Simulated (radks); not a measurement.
Charge is removed step by step from the 4s1/2 level of the selenium ion Se2+, starting from [Ar] 3d10 4s2 4p2. All-electron calculation, Dirac Kohn-Sham, BLYP, spin-unpolarised, spherical densities, point nucleus; open shells fill j = l - 1/2 first. Program: a radial shooting solver on a logarithmic mesh with Libxc functionals.

| removed (e) | E - E(0) (eV) | eigenvalue (eV) | E minus straight line (eV) |
|---|---|---|---|
| 0 | 0.000 | -37.443 | 0.000 |
| 0.125 | 4.776 | -38.975 | -0.684 |
| 0.25 | 9.744 | -40.519 | -1.175 |
| 0.375 | 14.906 | -42.076 | -1.473 |
| 0.5 | 20.264 | -43.646 | -1.575 |
| 0.625 | 25.818 | -45.228 | -1.481 |
| 0.75 | 31.571 | -46.821 | -1.188 |
| 0.875 | 37.524 | -48.427 | -0.694 |
| 1 | 43.678 | -50.043 | 0.000 |

Removing the whole electron costs 43.678 eV by Delta-SCF, against 37.443 eV from minus the eigenvalue at the starting occupation. Slater's transition state (half an electron removed) gives 43.646 eV. Integrating minus the eigenvalue over the occupation (Janak's theorem) gives 43.678 eV. The mean slope of the eigenvalue, de/dn, is 12.6 eV per electron.
